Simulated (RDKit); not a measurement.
Job for RDKit: MMFF94 on CH6ClN (a complex).

```python
from rdkit import Chem
from rdkit.Chem import AllChem, rdDetermineBonds

blocks = [
'''4

N     0.27941773    0.08280984    0.00810242
H     0.43855938    0.86483503   -0.61656779
H     0.13857952   -0.73979550   -0.56683603
H    -0.58876023    0.26029502    0.50291554
''',
'''5

C     0.61370281    0.11459820    3.37012321
Cl   -1.15424320    0.43964573    3.23432321
H     1.00278410    0.01579507    2.36044397
H     1.06656172    0.95249817    3.89137175
H     0.74034329   -0.80261518    3.93718283
''',
]
mol = None
for b in blocks:
    f = Chem.MolFromXYZBlock(b)
    rdDetermineBonds.DetermineBonds(f, charge=0)
    mol = f if mol is None else Chem.CombineMols(mol, f)
Chem.SanitizeMol(mol)
print(Chem.MolToSmiles(Chem.RemoveHs(mol)))
ff = AllChem.MMFFGetMoleculeForceField(mol, AllChem.MMFFGetMoleculeProperties(mol), nonBondedThresh=100.0, ignoreInterfragInteractions=False)
e = ff.CalcEnergy()
print(f'MMFF94 energy {e:.6f} kcal/mol')
```

It printed:

```
CCl.N
MMFF94 energy -0.165619 kcal/mol
```

The run finished.

Cost: very roughly 0.03 core-seconds.
